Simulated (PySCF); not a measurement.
**Pb(NCS)2 at several levels of theory**

Computed with PySCF 2.14.0 (density fitting, no spin-orbit coupling) at the geometry relaxed with PBE0:

```xyz
7
Pb(NCS)2 (singlet)
Pb    0.0000    0.0000   -1.0367
N     1.5938    0.0000    0.4610
C     2.7074    0.0000    0.9040
S     4.1673    0.0000    1.5195
N    -1.5938    0.0000    0.4610
C    -2.7074    0.0000    0.9040
S    -4.1673    0.0000    1.5195
```

```csv
level,basis,state,HOMO (eV),gap (eV),charge on Pb1 (e),dipole about the centre of mass (D),largest force component (eV/Å)
PBE0,"Pb def2-SVP with ECP60, N def2-SVP, C def2-SVP, S def2-SVP",singlet,-6.94,3.35,0.93,5.95,0.01
M06-L,the same,singlet,-6.10,2.19,1.00,6.11,0.51
PBE0,"Pb def2-TZVP with ECP60, N def2-TZVP, C def2-TZVP, S def2-TZVP",singlet,-7.05,3.39,0.92,6.01,0.47
```

Charges are Mulliken's, which hang on the basis. The relaxation used the grid (50, 194), these runs (75, 302) or, all-electron (x2c bases, spin-free X2C Hamiltonian), (99, 590).

**Question.** What does B3LYP with Pb def2-SVP with ECP60, N def2-SVP, C def2-SVP, S def2-SVP give here?

**Answer.** state singlet, HOMO (eV) -6.64, gap (eV) 2.92, charge on Pb1 (e) 0.87, dipole about the centre of mass (D) 5.61, largest force component (eV/Å) 0.31. Time: 9.1 s on 2 threads of Arm Neoverse V1, with other jobs on the host, from an already converged density.

In the first row's basis the gap widens with exact exchange: 2.2 eV for M06-L (none); 2.9 to 3.4 eV for B3LYP, PBE0 (a fixed share).
